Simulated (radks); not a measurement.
All-electron atom: Si X in [He] 2s2 2p1.

All-electron calculation, scalar-relativistic Kohn-Sham, exchange-only LDA, spin-polarised, spherical densities, point nucleus; open shells are filled with parallel spins first. Program: a radial shooting solver on a logarithmic mesh with Libxc functionals.

Energy parts (eV):
part                  energy
total              -6468.364
kinetic             6498.073
electron-nucleus  -13799.964
Hartree             1131.033
exchange            -297.506

Orbitals (lengths in bohr, moments of r in powers of bohr):
orbital,occ.,eigenvalue (eV),<1/r>,<r>
1s up,1,-2130.659,13.63,0.1111
1s down,1,-2127.212,13.65,0.1109
2s up,1,-405.3523,3.012,0.4913
2s down,1,-398.7326,2.986,0.4946
2p up,1,-374.5438,2.941,0.4313
2p down,0,-366.8091,2.921,0.4351

The highest occupied level is 2p up at -374.54 eV. The density falls to 0.001 e/bohr^3 at r = 1.35 bohr.
